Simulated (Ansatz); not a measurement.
Consider the substitution at a C–B bond: `CNB(C)C` + `[SH][Ge][Cl]` → `C[S][Ge][Cl]` + `CBNC`.

Computed with Ansatz on PBE0-D4/def2-TZVP structures; ΔE is electronic, products minus reactants. CCSD(T)/CBS is the MP2 limit (def2-TZVPP, def2-QZVPP) plus CCSD(T) − MP2 in def2-TZVPP, frozen cores. For Ge outer-core shells are correlated without core-valence functions, which leaves a few kJ/mol of doubt a bond. Scalar relativity is left out up to krypton. One conformer a species, not always the lowest.

`CNB(C)C`:

Z-matrix (Å, degrees):
```
C
N 1 1.442
H 1 1.089 2 110.0
H 1 1.095 2 111.6 3 119.6
H 1 1.095 2 111.7 3 -119.6
B 2 1.399 1 129.7 3 1.4
H 2 1.008 1 113.2 3 -178.9
C 6 1.581 2 118.0 1 179.8
C 6 1.578 2 122.7 1 -0.1
H 8 1.094 6 114.2 2 -0.2
H 8 1.096 6 110.8 2 -121.7
H 8 1.095 6 110.8 2 121.4
H 9 1.091 6 116.2 2 -2.8
H 9 1.096 6 109.7 2 119.1
H 9 1.095 6 110.1 2 -125.3
```

`[SH][Ge][Cl]`:

Cartesian coordinates in Å:
```
S 1.437 -0.279 0.006
Ge -0.388 -0.242 1.302
Cl -1.868 0.406 -0.187
H 0.819 0.114 -1.121
```

`C[S][Ge][Cl]`:

Z-matrix (Å, degrees):
```
C
S 1 1.808
H 1 1.089 2 108.3
H 1 1.089 2 108.4 3 118.7
H 1 1.089 2 110.8 3 -120.7
Ge 2 2.219 1 111.7 3 121.8
Cl 6 2.204 2 102.1 1 -0.0
```

`CBNC`:

Cartesian coordinates in Å:
```
C -1.410 0.234 -1.396
B -0.645 -0.253 -0.115
N 0.634 0.195 0.191
C 1.436 -0.177 1.332
H -0.848 0.943 -2.012
H -2.358 0.708 -1.119
H -1.681 -0.618 -2.028
H -1.145 -1.037 0.650
H 1.083 0.853 -0.429
H 0.877 -0.885 1.942
H 2.375 -0.652 1.029
H 1.682 0.690 1.954
```

| species | CCSD/CBS(def2) energy (Eh) |
| --- | --- |
| `CNB(C)C` | -199.70210 |
| `[SH][Ge][Cl]` | -2934.29966 |
| `C[S][Ge][Cl]` | -2973.54915 |
| `CBNC` | -160.43447 |

(1) Work out ΔE.

Largest T1 diagnostic among the species: 0.014.

Answers

(1) ΔE = (-2973.54915) + (-160.43447) − (-199.70210) − (-2934.29966) = 0.01814 Eh = +47.6 kJ/mol. CCSD(T)/CBS gives +45.3 kJ/mol.

At CCSD(T), def2-SVP lies +6.3 kJ/mol from the extrapolated value and def2-TZVPP +2.3 kJ/mol. From BLYP to BHLYP (50 % exact exchange), in def2-TZVPP and without D4, ΔE moves by +6.8 kJ/mol.
